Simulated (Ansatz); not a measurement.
Input (CCSDT(Q)/cc-pVDZ; Ansatz, a program for electronic structure):

Ansatz 0.2 input:
```yaml
crystal:
  periodic: [false, false, false]
  atoms:
    - {symbol: Ge, position_ang: [0.68340028, -0.19663212, -0.15010143]}
    - {symbol: C, position_ang: [-1.07036673, 0.55670080, 0.00998859]}
    - {symbol: C, position_ang: [-2.23219295, 0.52079496, 0.60020623]}
    - {symbol: H, position_ang: [0.87774133, -0.69591938, -1.58914873]}
    - {symbol: H, position_ang: [0.85297877, -1.37470838, 0.83468497]}
    - {symbol: H, position_ang: [1.71982491, 0.89167721, 0.16504954]}
    - {symbol: H, position_ang: [-3.03353931, 1.21707206, 0.35473424]}
    - {symbol: H, position_ang: [-2.47045654, -0.21086809, 1.37675678]}
basis:
  gaussian:
    orbitals: cc-pVDZ
magnetization: {spin_polarized: true, initial_magnetization: 1}
correlation: {method: ccsdt_q, electrons: outside_noble_gas}
```

Output:

```
Functional definition: HF
integrals: 0.16 GiB planned
1559 factors; integrals over basis functions are off by at most 2.2e-7 eV
mean field: 0.41 GiB planned
mean field evaluation 1: about -58608.3155 eV, gradient 1.6e1 eV
mean field evaluation 2: about -58608.3197 eV, gradient 1.6e1 eV
mean field evaluation 4: about -58610.3840 eV, gradient 2.3e0 eV
mean field evaluation 8: about -58610.5091 eV, gradient 5.1e-1 eV
mean field evaluation 16: about -58610.5591 eV, gradient 1.9e-6 eV
mean field evaluation 32: about -58607.2709 eV, gradient 1.8e0 eV
mean field evaluation 64: about -58606.5069 eV, gradient 4.3e-2 eV
mean field -58610.55912651 eV, -2153.8983202352 hartree, gradient 1.9e-6 eV, S^2 0.936323; 1 other end points of the search recorded, 0 dependent functions left out
determinant -58610.55912651 eV, -2153.8983202352 hartree, with singles and doubles -58620.94253680 eV, -2154.2799035253 hartree
determinant -58607.37345355 eV, -2153.7812489136 hartree, with singles and doubles -58617.42669667 eV, -2154.1506987839 hartree
16 core orbitals not correlated
reference -58610.55912651 eV, -2153.8983202352 hartree; 9, 8 occupied and 55, 56 virtual orbitals, 1559 factors
second order -8.85905098 eV of doubles, -0.00000000 eV of singles
coupled cluster: 4.25 GiB planned
cycle   1  -9.77954877 eV  change   -9.2e-1 eV  update   1.0e-1
cycle   2  -10.45053924 eV  change   -6.7e-1 eV  update   5.0e-2
cycle   3  -10.72877458 eV  change   -2.8e-1 eV  update   3.6e-2
cycle   4  -10.73662337 eV  change   -7.8e-3 eV  update   2.1e-2
cycle   5  -10.76016194 eV  change   -2.4e-2 eV  update   9.7e-3
cycle   6  -10.76759413 eV  change   -7.4e-3 eV  update   4.7e-3
cycle   7  -10.76602914 eV  change    1.6e-3 eV  update   2.4e-3
cycle   8  -10.76789172 eV  change   -1.9e-3 eV  update   1.6e-3
cycle   9  -10.76962637 eV  change   -1.7e-3 eV  update   9.9e-4
cycle  10  -10.76867185 eV  change    9.5e-4 eV  update   4.9e-4
cycle  11  -10.76939784 eV  change   -7.3e-4 eV  update   2.1e-4
cycle  12  -10.76961334 eV  change   -2.2e-4 eV  update   8.1e-5
cycle  13  -10.76971692 eV  change   -1.0e-4 eV  update   3.7e-5
cycle  14  -10.76976353 eV  change   -4.7e-5 eV  update   1.6e-5
cycle  15  -10.76976181 eV  change    1.7e-6 eV  update   7.0e-6
cycle  16  -10.76976056 eV  change    1.3e-6 eV  update   4.0e-6
cycle  17  -10.76975979 eV  change    7.6e-7 eV  update   1.9e-6
coupled cluster: 4.25 GiB planned
perturbative correction -0.02246209 eV, -0.0008254664 hartree
Total energy: -58621.35134838 eV, -2154.2949270740 hartree
```

The determinant is spin-contaminated: <S^2> is 0.94, 0.19 over the pure value.
